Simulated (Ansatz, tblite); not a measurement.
Adding an electron: K2Se⁺. Total charge 1; doublet. Geometry: r2SCAN-D4/def2-TZVP. Ansatz, gas phase; energy differences of separate SCF runs; the reduced species is a singlet (the triplet lies 1.17 eV higher at PBE0-D4/def2-TZVP).

```xyz
3

K     2.273    1.542    1.424
K    -2.276   -1.535   -1.427
Se    0.003   -0.007    0.003
```

The xTB rows come from tblite. The structure comes from a short search, and lower isomers may exist.

Question: Estimate orbital energies and vertical electron affinities at: GFN1-xTB; GFN2-xTB; PBE-D4/def2-TZVP; r2SCAN-D4/def2-TZVP; PBE0-D4/def2-TZVP.

Answer: 
| level | −HOMO (eV) | −LUMO (eV) | vertical EA (eV) | HOMO–LUMO gap (eV) |
| --- | --- | --- | --- | --- |
| GFN1-xTB | – | – | 9.87 | – |
| GFN2-xTB | – | – | 10.91 | – |
| PBE-D4/def2-TZVP | 7.49 | 7.27 | 4.58 | 0.22 |
| r2SCAN-D4/def2-TZVP | 7.64 | 6.83 | 4.40 | 0.81 |
| PBE0-D4/def2-TZVP | 8.50 | 6.10 | 4.38 | 2.40 |

  HOMO and LUMO are the levels of the spin that leaves or enters (xTB has no such levels and no spin-polarisation term). Other spin states of the ions may lie lower, which would lower the ionisation energy or raise the affinity. Raw xTB energy differences between charge states are shifted by several eV; the methods need an empirical correction for them.
